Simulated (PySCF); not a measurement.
NMR data sheet: C$_{5}$H$_{13}$PSi

```
Formula                               : C5H13PSi
SMILES                                : CP1CC[SiH2]CC1
Point group of the computed structure : Cs
Carbon signals                        : 3
Proton signals                        : 4
```

Bonds (- single, = double, # triple, : aromatic): C1-P2, P2-C3, C3-C4, C4-Si5, Si5-C6, C6-C7, C7-P2. C1 carries H8, H9, H10; C3 carries H11, H12; C4 carries H13, H14; Si5 carries H15, H16; C6 carries H17, H18; C7 carries H19, H20.

PySCF 2.14 calculation with shieldings: GIAO PBE0/pcSseg-1 and GFN2-xTB geometry; gas phase, relativity neglected, single conformer, one averaged value for each set of equivalent atoms.

Scale: 1H (σref 31.72), 13C (σref 186.93), 29Si (σref 349.16) against TMS; H3PO4 for 31P (σref 318.38) (reference shieldings calculated alike).

```tsv
carbon	δC, type	δH (multiplicity)	HMBC from (2–3 bonds)	span of the C tensor (ppm)
C1	17.9, CH3	0.99 (m)	H11/H12/H19/H20	31
C3/C7	33.4, CH2	1.63 (m)	H15/H16, H11/H12/H19/H20, H13/H14/H17/H18, H8/H9/H10	29
C4/C6	8.6, CH2	1.11 (m)	H15/H16, H11/H12/H19/H20, H13/H14/H17/H18	23
```

Other nuclei:
```tsv
atoms	nucleus	environment	δ (ppm)	σ (ppm)
H15/H16	1H	hydrogen on a silicon bonded to 2 C, in a 6-membered ring	4.05	27.67
P2	31P	phosphorus bonded to 3 C, in a 6-membered ring	-64.5	382.9
Si5	29Si	silicon bonded to 2 C, 2 H, in a 6-membered ring	-46.1	395.2
```

δC 33.4: sp3 CH2 bonded to P. δC 17.9: methyl carbon bonded to P. δC 8.6: sp3 CH2 bonded to Si; an electropositive neighbour leaves it electron-rich and shielded. δH 4.05: hydrogen on a silicon bonded to 2 C, in a 6-membered ring. δH 1.11: hydrogen on an sp3 CH2 bonded to Si.

Splittings by 31P in the carbon and heteronuclear signals aren't shown, as no couplings were computed. Shifts are as computed. Against solution values, carbons near 30 ppm lie about +3 ppm off and those near 130 ppm about +5 ppm. Of 1211 compounds with measured shifts, 218 miss one by over three times the rms of a fit or turn the order of signals round; such compounds aren't used in these exercises. Experimental scales use liquid or dissolved standards, which lie at an offset from isolated H3PO4. Multiplicities follow the n + 1 count of equivalent neighbours, as no J values were calculated; m marks all less simple cases, F and P coupling included.
